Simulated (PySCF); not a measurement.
Gas-phase reaction: 4 Ga(CH₃)₃ + O₂ + 2 H₂ → 4 GaH(CH₃)₂ + 2 C₂H₅OH

Method: PySCF energies plus ideal-gas RRHO corrections (1 bar). S°(298 K) at PBE0/def2-TZVP differs from the NASA 1993 table for C₂H₅OH (-11 J/mol/K); whether the harmonic model or the table's entry is off was not settled. † marks an energy on the PBE0/def2-TZVP geometry and frequencies; other levels use their own. MP2 and CCSD(T) freeze the core. Open shells (unrestricted): O₂ (multiplicity 3); the rest are closed-shell singlets. Ga: all electrons, no relativistic terms. No R ln 2 is added for the mirror-image form of C₂H₅OH. Methyl groups turn as free rotors in Ga(CH₃)₃, GaH(CH₃)₂. GaH(CH₃)₂: computed as isolated molecules; such fragments, hydroxides, amides, oligomers or adducts are transient or little studied in the gas. MP2 isn't extrapolated to the basis-set limit; its ΔH°(298 K) is -251.6 kJ in def2-SVP and -238.4 kJ in def2-TZVPP. CCSD(T) isn't extrapolated to the basis-set limit. The harmonic model lacks anharmonicity and excited electronic states, which grow with temperature; levels with a mode under 35 cm⁻¹ are left out. Internal rotation in C₂H₅OH is treated as a harmonic vibration of one conformer, which makes the entropy rough.

```tsv
level	ΔE electronic, kJ	ΔH°(298 K), kJ	ΔS°(298 K), J/K	ΔG°(1800 K), kJ
CCSD(T)/def2-SVP†	-302	-263	-73	-95
HF/def2-TZVP†	-292	-253	-73	-85
MP2/def2-TZVPP†	-277	-238	-73	-70
PBE/def2-SVP	-278	-242	-77	-67
PBE0/def2-SVP†	-306	-268	-73	-100
LDA/def2-TZVP†	-338	-300	-73	-132
ωB97M-V/def2-TZVP†	-290	-252	-73	-84
ωB97X-V/def2-TZVP†	-282	-244	-73	-76
```
ΔH° is lowest at LDA/def2-TZVP† and highest at MP2/def2-TZVPP†. No reference value is set beside these.
